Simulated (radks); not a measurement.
Results of a calculation; reference values are marked as such.
Question: Isoelectronic series with 1 electrons, all held in the configuration 1s1, which need not be the ground one along the series. Level of theory: Dirac Kohn-Sham, PBEsol, spin-unpolarised, spherical densities, finite nucleus; Fermi nuclear charge, rms radius of each element as measured or else 0.836 A^(1/3) + 0.57 fm (a radial shooting solver on a logarithmic mesh with Libxc functionals). Total energies (hartree) and orbital eigenvalues (hartree):

| ion | E (hartree) | 1s1/2 |
|---|---|---|
| H | -0.44990 | -0.23270 |
| He+ | -1.88056 | -1.42014 |
| Li2+ | -4.30987 | -3.60459 |
| Be3+ | -7.73941 | -6.78871 |
| C5+ | -17.60252 | -16.16009 |
| N6+ | -24.03781 | -22.34917 |
| O7+ | -31.47698 | -29.54186 |
| F8+ | -39.92121 | -37.73937 |
| Ne9+ | -49.37190 | -46.94305 |

Estimate the row of B4+.

Answer: E (hartree) -12.17002; 1s1/2 -10.97358.
